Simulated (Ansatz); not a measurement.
`O/C=C\I` + HCl → `O/C=C\Cl` + HI  (substitution at a C–I bond)

Program: Ansatz. Geometries: PBE0-D4/def2-TZVP. ΔE: electronic, gas phase. CBS: MP2 limit from def2 TZ/QZ plus the TZ coupled-cluster correction, frozen cores. This one scheme is used for every species. Double bonds are as drawn, so ΔE can hold a change between cis and trans. Functionals use def2-TZVPP. B3LYP here is the variant with VWN-RPA as its local correlation; programs differ in this. Elements past krypton have def2 core potentials. For I outer-core shells are correlated without core-valence functions, which leaves a few kJ/mol of doubt a bond. One conformer a species, not always the lowest.

`O/C=C\I`:

```xyz
7

O    -1.076   -0.893   -0.630
C    -0.075   -0.661    0.224
C     0.615    0.463    0.381
I     0.206    2.145   -0.764
H    -1.237   -0.087   -1.145
H     0.155   -1.530    0.834
H     1.412    0.564    1.100
```

HCl:

Cartesian coordinates in Å:
```
Cl 0.533 -0.352 0.038
H -0.533 0.352 -0.038
```

`O/C=C\Cl`:

```xyz
7

O     1.248   -0.718    0.493
C     0.539    0.364    0.148
C    -0.718    0.378   -0.280
Cl   -1.608   -1.093   -0.440
H     0.687   -1.498    0.378
H     1.097    1.288    0.248
H    -1.246    1.279   -0.546
```

HI:

```xyz
2

I     0.428    0.641   -0.233
H    -0.428   -0.641    0.233
```

Question: Is it downhill or uphill in electronic energy at CCSD(T)/CBS, and by how much? (Estimate.)

Answer: The calculation gave: Uphill: ΔE = +22.4 kJ/mol.

Question: What do these levels give: B3LYP-D4, revPBE, r2SCAN0, CAM-B3LYP, LC-ωPBE, CCSD/CBS(def2)? (Best estimate.)

Answer: Ansatz gave: B3LYP-D4 14.9, revPBE 13.0, r2SCAN0 13.0, CAM-B3LYP 8.9, LC-ωPBE 10.6, CCSD/CBS(def2) 20.3 kJ/mol.

Largest T1 diagnostic among the species: 0.012.

At CCSD(T), def2-SVP lies −14.2 kJ/mol from the extrapolated value and def2-TZVPP −2.3 kJ/mol. The D4 term adds +3.9 kJ/mol with B3LYP and +2.0 kJ/mol with PBE0; it sums over pairs of atoms, weighted by their polarisabilities, and B3LYP, whose exchange is more repulsive, gets the larger term.
